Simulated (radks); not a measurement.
The numbers below are computed, except where a source is named.
Cr IV, configuration [Ar] 3d0.5 4p2.5 (fractional occupations, a model configuration). Level of theory: Dirac Kohn-Sham, PBE, spin-unpolarised, spherical densities, point nucleus; open shells are shared between the two j in proportion to 2j + 1 (a radial shooting solver on a logarithmic mesh with Libxc functionals).

Unscreened Slater integrals over Kohn-Sham orbitals (hartree). Large and small components are both included.

integral            value
F0(4p3/2,4p3/2)   0.36903
F2(4p3/2,4p3/2)   0.19790
F0(4p3/2,4p1/2)   0.37003
G2(4p3/2,4p1/2)   0.19837
F0(4p3/2,3d5/2)   0.46748
F2(4p3/2,3d5/2)   0.12154
G1(4p3/2,3d5/2)  0.042817
G3(4p3/2,3d5/2)  0.040472
F0(4p3/2,3d3/2)   0.46761
F2(4p3/2,3d3/2)   0.12133
G1(4p3/2,3d3/2)  0.042687
G3(4p3/2,3d3/2)  0.040356
F0(4p1/2,4p1/2)   0.37103
F0(4p1/2,3d5/2)   0.46970
G3(4p1/2,3d5/2)  0.041006
F0(4p1/2,3d3/2)   0.46984
G1(4p1/2,3d3/2)  0.043369
F0(3d5/2,3d5/2)   0.95541
F2(3d5/2,3d5/2)   0.46424
F4(3d5/2,3d5/2)   0.29362
F0(3d5/2,3d3/2)   0.95643
F2(3d5/2,3d3/2)   0.46464
G2(3d5/2,3d3/2)   0.46429
G4(3d5/2,3d3/2)   0.29365
F0(3d3/2,3d3/2)   0.95745
F2(3d3/2,3d3/2)   0.46504
